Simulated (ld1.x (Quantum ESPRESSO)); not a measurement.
**Reading a pseudo-wave (As (Z = 33))**

Columns: radius, all-electron u(r) and pseudo u(r) of the 3d shell (level -41.31 eV) of arsenic in the configuration [Ar] 3d10 4s1.75 4p3.25; LDA (PZ), scalar-relativistic, TM scheme, ld1.x (Quantum ESPRESSO) 7.5.

```json
{"r (bohr)": "0.088", "all-electron": "0.1454", "pseudo": "0.0225"}
{"r (bohr)": "0.175", "all-electron": "0.5269", "pseudo": "0.1590"}
{"r (bohr)": "0.262", "all-electron": "0.8821", "pseudo": "0.4455"}
{"r (bohr)": "0.350", "all-electron": "1.1049", "pseudo": "0.8188"}
{"r (bohr)": "0.438", "all-electron": "1.1946", "pseudo": "1.1449"}
{"r (bohr)": "0.525", "all-electron": "1.1908", "pseudo": "1.3185"}
{"r (bohr)": "0.612", "all-electron": "1.1321", "pseudo": "1.3250"}
{"r (bohr)": "0.700", "all-electron": "1.0440", "pseudo": "1.2131"}
{"r (bohr)": "0.788", "all-electron": "0.9441", "pseudo": "1.0529"}
{"r (bohr)": "0.875", "all-electron": "0.8437", "pseudo": "0.8974"}
{"r (bohr)": "0.962", "all-electron": "0.7470", "pseudo": "0.7664"}
{"r (bohr)": "1.050", "all-electron": "0.6561", "pseudo": "0.6603"}
{"r (bohr)": "1.138", "all-electron": "0.5733", "pseudo": "0.5736"}
{"r (bohr)": "1.225", "all-electron": "0.4998", "pseudo": "0.4998"}
{"r (bohr)": "1.312", "all-electron": "0.4345", "pseudo": "0.4345"}
{"r (bohr)": "1.400", "all-electron": "0.3763", "pseudo": "0.3763"}
{"r (bohr)": "1.487", "all-electron": "0.3258", "pseudo": "0.3258"}
{"r (bohr)": "1.575", "all-electron": "0.2812", "pseudo": "0.2812"}
{"r (bohr)": "1.662", "all-electron": "0.2429", "pseudo": "0.2429"}
{"r (bohr)": "1.750", "all-electron": "0.2092", "pseudo": "0.2092"}
{"r (bohr)": "1.838", "all-electron": "0.1800", "pseudo": "0.1800"}
{"r (bohr)": "1.925", "all-electron": "0.1550", "pseudo": "0.1550"}
{"r (bohr)": "2.012", "all-electron": "0.1335", "pseudo": "0.1335"}
{"r (bohr)": "2.100", "all-electron": "0.1147", "pseudo": "0.1147"}
{"r (bohr)": "2.188", "all-electron": "0.0985", "pseudo": "0.0985"}
{"r (bohr)": "2.275", "all-electron": "0.0847", "pseudo": "0.0847"}
```

(1) How many radial nodes do the two functions have?

(2) At about which radius was the pseudo-wave matched?

(3) Is the pseudo-wave norm-conserving?

## Answers

(1) The all-electron 3d function has n − l − 1 = 0; the pseudo-wave has 0.

(2) 1.25 bohr. The columns agree to 0.0005 from 1.14 bohr on; several derivatives are matched, so the curves merge somewhat inside the radius.

(3) Yes: the TM scheme keeps the norm inside the radius equal to the all-electron one, which fixes the energy derivative of the logarithmic derivative at the level.
